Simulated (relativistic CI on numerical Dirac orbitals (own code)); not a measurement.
## Ag2+ (4d9) in a crystal field

Calculated by Dirac-Coulomb-Breit CI, separate exchange-only KLI orbitals for each configuration, a model potential for QED, valence Slater integrals scaled by 0.75, one configuration in a parametric crystal field (own radial code).

Field parameters in Wybourne normalisation: D3d B²₀ = −7Dσ, B⁴₀ = −14Dq − 21Dτ, B⁴₃ = −14√(10/7) Dq. The field is a parameter set, without covalency.

S is read from ⟨S²⟩ = S(S + 1).

Levels (cm⁻¹, degeneracy): 0 (2), 117 (2), 18363 (2), 21140 (2), 21393 (2).

Task: Which field gives this pattern?
A. D3d, 10Dq = 20400, Dσ = -550, Dτ = -140 cm⁻¹
B. D3d, 10Dq = 20400, Dσ = 550, Dτ = -140 cm⁻¹
C. D3d, 10Dq = 20400, Dσ = -110, Dτ = -140 cm⁻¹
D. D3d, 10Dq = 20400, Dσ = 110, Dτ = -140 cm⁻¹

Result: D. D3d, 10Dq = 20400, Dσ = 110, Dτ = -140 cm⁻¹, ground level with S = 0.50.
